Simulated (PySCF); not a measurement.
Ga(OMe)(PH2)2 (CH₇GaOP₂), SMILES C[O][Ga]([PH2])[PH2].

Geometry optimised at B3LYP-D3(BJ)/def2-SVP. One conformer was computed; it need not be the lowest.

All values below come from PBE/def2-TZVP run with PySCF.

```yaml
total_energy: -2724.45839 hartree
highest_occupied_level: -6.01 eV
lowest_empty_level: -1.88 eV
orbital_gap: 4.13 eV
dipole_moment: 1.28 D
quadrupole, principal values (traceless, Buckingham form, about the centre of nuclear charge): -5.99, 0.59, 5.39 D·Å
mean_static_polarisability: 108.3 bohr³ (16.05 Å³)
polarisability_principal_values: 76.1, 109.4, 139.6 bohr³
```
